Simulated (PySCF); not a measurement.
C2H5BiF2, SMILES C[CH2][Bi]([F])[F]. Coordinates come from a PBE-D3(BJ)/def2-SVP optimisation. The structure was generated by enumeration; whether it is a known compound was not checked. The def2 effective core potentials stand for the cores of Bi; spin–orbit coupling is left out. The values are those of a single conformer.

Computed equilibrium geometry at PBE-D3(BJ)/def2-SVP (PySCF confirms it by a frequency run) as Cartesian coordinates in Å, and its point group (one conformer of several):
point group Cs.
```xyz
10

Bi     0.4531    -0.1857     0.0000
F      0.0530     1.1315    -1.5372
F      0.0530     1.1315     1.5372
C     -1.7246    -0.9152     0.0000
C     -2.6474     0.2986     0.0000
H     -1.8459    -1.5563     0.8990
H     -1.8459    -1.5563    -0.8990
H     -2.4606     0.9289    -0.8924
H     -2.4606     0.9289     0.8924
H     -3.7169    -0.0006     0.0000
```
Charge 0, spin multiplicity 1.
